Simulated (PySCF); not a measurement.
# N⁺: ionisation energy

N⁺ [He] 2s2 2p2 (3P) → N²⁺ [He] 2s2 2p1 (2P), as a difference of total energies. Calculation: PySCF 2.14, in dyall-acv3z (15s9p4d2f, 76 functions); no relativity, point nucleus. Correlated levels: valence: 1s2 frozen; valence and next inner shell: nothing frozen; virtual orbitals above 40 to 60 times the deepest correlated orbital energy dropped. The calculations carry no spin-orbit coupling.

| method | ionisation energy (eV) | difference from reference (eV) |
| --- | --- | --- |
| UHF | 29.209 | -0.392 |
| LDA | 30.064 | +0.463 |
| PBE | 29.905 | +0.304 |
| PBE0 | 29.915 | +0.314 |
| r2SCAN | 30.141 | +0.540 |
| TPSS | 29.840 | +0.239 |
| BP86 | 29.937 | +0.336 |
| B97-3 | 29.864 | +0.263 |
| revPBE | 29.841 | +0.240 |
| MP2 (valence) | 29.629 | +0.028 |
| SCS-MP2 (valence) | 29.489 | -0.112 |
| MP2 (valence and next inner shell) | 29.655 | +0.054 |
| SCS-MP2 (valence and next inner shell) | 29.504 | -0.097 |

Reference: 29.601 eV (semi-empirical (NIST evaluation); NIST Atomic Spectra Database, ionization energies).

Errors of the correlated levels include the incompleteness of this basis and the frozen core.
